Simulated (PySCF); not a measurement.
## How methods differ on the excitation energy of Ni+

Ni+ [Ar] 3d9 (2D) → Ni+ [Ar] 3d8 4p1 (high-spin determinant), as a difference of total energies. Computed with PySCF 2.14 in aug-cc-pVTZ (8s7p5d3f2g, 93 functions), with no relativity, point nucleus. Correlated levels: valence: [Ar] frozen. The calculations carry no spin-orbit coupling.

```json
{"method": "UHF", "excitation energy (cm⁻¹)": "34815"}
{"method": "MP2 (valence)", "excitation energy (cm⁻¹)": "57555"}
{"method": "SCS-MP2 (valence)", "excitation energy (cm⁻¹)": "56156"}
{"method": "CCSD (valence)", "excitation energy (cm⁻¹)": "51064"}
{"method": "CCSD(T) (valence)", "excitation energy (cm⁻¹)": "52350"}
```

The determinant of the upper state mixes LS terms, which raises its energy above the lowest term, most at the Hartree-Fock and MP2 levels.
